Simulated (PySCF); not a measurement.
**Computed properties of SiHF3, SMILES F[SiH](F)F**

SiHF3, SMILES F[SiH](F)F. Coordinates come from a B3LYP-D3(BJ)/def2-SVP optimisation. The values are those of a single conformer. All values are computed for the isolated molecule unless a solvent is named; none is compared with measurement here.

**Structure.** The optimised structure has C3v symmetry. All 9 harmonic modes at B3LYP-D3(BJ)/def2-SVP (PySCF) are real, so it is a minimum. With heavy atoms numbered as in [SiH:1]([F:2])([F:3])[F:4], the shortest bond between them is Si1–F2 at 1.603 Å and the longest Si1–F3 at 1.603 Å.

**Vibrations.** The strongest infrared lines (harmonic, unscaled, degenerate partners summed) lie at 1004 cm⁻¹ (491 km/mol, Si 51 %, F 43 %), 842 cm⁻¹ (79 km/mol, F 76 %, Si 24 %), 406 cm⁻¹ (74 km/mol, F 58 %, Si 40 %). The softest mode is at 292 cm⁻¹ and the zero-point energy is 11.3 kcal/mol.

**Electronic structure.** M06-2X/def2-TZVPD (PySCF) places the frontier levels at -12.94 and 0.32 eV, a gap of 13.26 eV, and gives a dipole moment of 1.61 D and a mean polarisability of 24.0 bohr³.

**Excitations.** TDA-M06-2X/def2-SVPD (PySCF) has S1 at 10.81 eV (115 nm, f = 0.274, bright); the most intense of the 10 singlets computed lies at 11.90 eV (f = 0.46). Strengths of degenerate partners are summed. T1 (TDA) is at 9.98 eV, 0.83 eV under S1. No vertical singlet excitation falls in the visible range (under 3.1 eV).

**NMR.** GIAO shifts at PBE0/pcSseg-2 (PySCF) (non-relativistic, atoms alike by connectivity averaged): ¹H at 5.1 ppm against TMS; ²⁹Si at -70.8 ppm against TMS; ¹⁹F at -145.9 ppm against CFCl3.
